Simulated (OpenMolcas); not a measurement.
## Ni2+ in CsCaBr3: curves along the breathing mode

Ni2+ with its 6 nearest bromide ions, on the Ca site of CsCaBr3 (a = 5.69 Å, distance in the model lattice 2.845 Å). The rest of the host is ab initio model potentials to 7.6 Å, with orthogonalisation functions on the cations behind the ligands, and point charges beyond; the distance is set by hand and nothing relaxes. Ligand basis ANO-RCC-VDZP.

```
Program             : OpenMolcas
Method              : CASSCF
Basis               : ANO-RCC-VDZP [5s4p2d1f]
Scalar Hamiltonian  : DKH2, point nucleus
Active space        : 8 electrons in 5 orbitals (3d)
State averaging     : 2S+1 = 3 even, 10 roots; 2S+1 = 1 even, 15 roots
Spin-orbit coupling : RASSI with atomic mean-field integrals over the reference wave functions
```

Spin-free energies (labels of O, the rotations of Oh) in cm-1 above the lowest fitted minimum, as all ligands move together:

| R (Å) | 3A2 | 3T2 | 3T1 | 1E | 1T2 | 3T1(2) | 1A1 |
| --- | --- | --- | --- | --- | --- | --- | --- |
| 2.508 | 4320 | 8790 | 12180 | 21600 | 25500 | 28520 | 31000 |
| 2.568 | 1200 | 5000 | 7920 | 18440 | 21660 | 24640 | 27680 |
| 2.627 | 40 | 3300 | 5810 | 17220 | 19890 | 22870 | 26350 |
| 2.745 | 2790 | 5200 | 7080 | 19800 | 21660 | 24670 | 28760 |
| 2.804 | 6530 | 8610 | 10230 | 23440 | 25000 | 28040 | 32350 |
| 2.863 | 11830 | 13630 | 15050 | 28640 | 29970 | 33040 | 37530 |

Cubic fits give the following; the wavenumber is harmonic, with the mass of all moving ligands, small differences in it between states hang on the degree of the fit, a number in brackets counts states of one label, and the table is a selection of at most 14 states with clean curves.

```csv
State,R0 (Å),Breathing mode (cm-1),Minimum (cm-1)
3A2,2.638,187,0
3T2,2.654,190,3100
3T1,2.665,192,5420
1E,2.640,186,17160
1T2,2.656,190,19660
3T1(2),2.655,191,22640
1A1,2.644,187,26260
1T1,2.650,189,27180
1E(2),2.661,193,28660
1T2(2),2.662,192,29360
1A1(2),2.651,190,63300
```

The minimum of 3T2 is shifted by +0.0161 Å against 3A2 (from the unrounded fits). With M = 479.4 u for the moving shell, the Huang-Rhys factor in this mode is S = M ω ΔR² / 2ħ = 0.01483 × 479.4 × 187 × 0.0161² = 0.34. Only the first shell moves, against a rigid host.

Without dynamic correlation the repulsion within the d shell is too large (B by tens of per cent), so at a given field states of lower spin stand too high. Ligand-to-metal charge-transfer states are missing. With no ligand orbital active B as a rule stays too high, so bands that hang on it stand too high and its fall with covalency is understated. With metal d orbitals alone and no dynamic correlation the field as a rule comes out too small, by tens of per cent, by up to half for chloride and softer ligands. No measured value stands beside these numbers.
